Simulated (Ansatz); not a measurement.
Consider the redistribution: `C#[C][Al]([CH3])[NH]C` + `NC[SiH2]F` → `C#[C][Al]([CH3])[F]` + `CN[SiH2]CN`.

Calculated with Ansatz (gas phase, PBE0-D4/def2-TZVP geometries, no zero-point term in ΔE). CBS: MP2 limit from def2 TZ/QZ plus the TZ coupled-cluster correction, frozen cores. Functionals use def2-TZVPP. B3LYP here is the variant with VWN-RPA as its local correlation; programs differ in this. One conformer a species, not always the lowest.

```
         level  ΔE (kJ/mol)
        PBE-D4         -7.7
     r2SCAN-D4         -6.1
         B3LYP         -3.5
MP2/def2-QZVPP         -8.9
```

What does CCSD(T)/CBS give? (An estimate is asked.)

The calculation gave: -7.9 kJ/mol. The listed levels differ from it by 0.2, 1.8, 4.4, -1.0 kJ/mol.

Largest T1 diagnostic among the species: 0.013.

In def2-TZVPP, CCSD(T) changes the Hartree–Fock value by −4.5 kJ/mol (the triples alone add −0.3 kJ/mol) and MP2 by −6.0 kJ/mol. The D4 term adds −4.1 kJ/mol with B3LYP and −2.2 kJ/mol with PBE0; it sums over pairs of atoms, weighted by their polarisabilities, and B3LYP, whose exchange is more repulsive, gets the larger term.
